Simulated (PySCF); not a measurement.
SMILES C[CH2][Be][CH2]C (C₄H₁₀Be), singlet, GFN2-xTB optimised geometry.

```
15

Be    -0.01    -0.65     0.00
C     -1.74    -0.64     0.02
C     -2.34    -1.28     1.28
H     -2.19    -1.17    -0.83
H     -2.18     0.36    -0.05
H     -2.02    -0.76     2.18
H     -2.04    -2.32     1.38
H     -3.44    -1.26     1.25
C      1.73    -0.65     0.00
C      2.35     0.61    -0.63
H      2.17    -1.51    -0.53
H      2.16    -0.74     1.00
H      2.04     1.51    -0.10
H      2.04     0.72    -1.67
H      3.44     0.56    -0.61
```

Density from CAM-B3LYP/def2-TZVP (PySCF) at that geometry.

Minimum of the electron density along straight lines between bonded atoms, close to the bond critical point (lines longer than 1.1 times the sum of covalent radii, or with two minima, are not listed):

```
bond     length / Å  ρ at the minimum / e bohr⁻³  ∇²ρ there / e bohr⁻⁵  position (fraction from the first atom)
-------  ----------  ---------------------------  --------------------  ---------------------------------------
Be1–C2        1.735                        0.094                  0.26                                     0.33
C2–C3         1.542                        0.234                 -0.54                                     0.49
C2–H4         1.096                        0.269                 -0.88                                     0.63
C2–H5         1.096                        0.269                 -0.88                                     0.63
C3–H6         1.088                        0.280                 -0.97                                     0.64
C3–H7         1.088                        0.280                 -0.97                                     0.64
C3–H8         1.091                        0.279                 -0.96                                     0.64
Be1–C9        1.735                        0.094                  0.26                                     0.33
C9–C10        1.541                        0.234                 -0.55                                     0.49
C9–H11        1.096                        0.269                 -0.88                                     0.63
C9–H12        1.096                        0.269                 -0.88                                     0.63
C10–H13       1.088                        0.280                 -0.97                                     0.64
C10–H14       1.088                        0.280                 -0.97                                     0.64
C10–H15       1.091                        0.279                 -0.96                                     0.64
```
